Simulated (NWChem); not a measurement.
System: C3H4N2O; SMILES CO/C=N/C#N

NWChem input:

```
start job
memory heap 200 mb stack 900 mb global 1100 mb
geometry units angstroms noautosym nocenter noautoz
  C     -0.797672    -2.117525     0.000000
  O      0.537849    -1.626125     0.000000
  C      0.709056    -0.330097     0.000000
  N     -0.268732     0.493832     0.000000
  C     -0.056141     1.804337     0.000000
  N      0.040185     2.964094     0.000000
  H     -0.717022    -3.209973     0.000000
  H     -1.335147    -1.767012     0.892751
  H     -1.335147    -1.767012    -0.892751
  H      1.774876    -0.054806     0.000000
end
basis spherical
  * library 6-311g**
end
dft
  xc b3lyp
  iterations 150
end
property
  shielding 9 1 2 3 4 5 6 7 8 10
end
task dft property
```

Coordinates come from a PBE0/def2-SVP optimisation.

GIAO values for the isolated, static molecule; σ is the absolute isotropic shielding, δ = σ(reference) − σ with the isolated reference molecule computed at the same levels (13C: tetramethylsilane, 1H: tetramethylsilane, 15N: ammonia, 17O: water).

Atoms are numbered as in the input.

Task: Give the results of this calculation. (B3LYP/6-311G** (spherical d), GIAO.) Quantities: δ C1 (ppm); δ O2 (ppm); δ C3 (ppm); δ N4 (ppm); δ C5 (ppm); δ H7 (rotor mean) (ppm); δ H10 (ppm).

Result: 
| Item | Value |
|---|---|
| δ C1 (ppm) | 55.2 |
| δ O2 (ppm) | 186.6 |
| δ C3 (ppm) | 169.8 |
| δ N4 (ppm) | 233.1 |
| δ C5 (ppm) | 113.2 |
| δ H7 (rotor mean) (ppm) | 3.81 |
| δ H10 (ppm) | 8.06 |
